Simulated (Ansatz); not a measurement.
Input for Ansatz (a quantum-chemistry and plane-wave program): U-wB97X-V/def2-TZVPP on AlBrH2 (SMILES [AlH2][Br]), a point of a bond scan (R = 1.256 Å).

Ansatz 0.2 input:
```yaml
crystal:
  periodic: [false, false, false]
  atoms:
    - {symbol: Al, position_ang: [-0.83541046, -1.29867282, 0.20638148]}
    - {symbol: H, position_ang: [-0.42663886, -2.12332493, 1.06029098]}
    - {symbol: H, position_ang: [-2.12574011, -1.47940621, -0.66846947]}
    - {symbol: Br, position_ang: [0.38030063, 0.59118974, -0.09395023]}
basis:
  gaussian:
    orbitals: def2-TZVPP
hamiltonian:
  xc: {name: wB97X-V}
magnetization: {spin_polarized: true, initial_magnetization: 0}
```

The head of its log:

```
WARN ansatz: RAYON_NUM_THREADS=1 ignored (pool sized by the plan → 1); use --threads N
Functional definition: wB97X-V
integrals: 0.06 GiB planned
819 factors; their error is unknown
integrals: 0.09 GiB planned
157 factors; integrals over basis functions are off by at most 5.8e-5 eV
mean field: 0.75 GiB planned
mean field evaluation 1: about -76668.0604 eV, gradient 8.3e0 eV
mean field evaluation 2: about -76668.4269 eV, gradient 3.7e0 eV
```

Predict the final total energy.

-2817.5259 hartree.
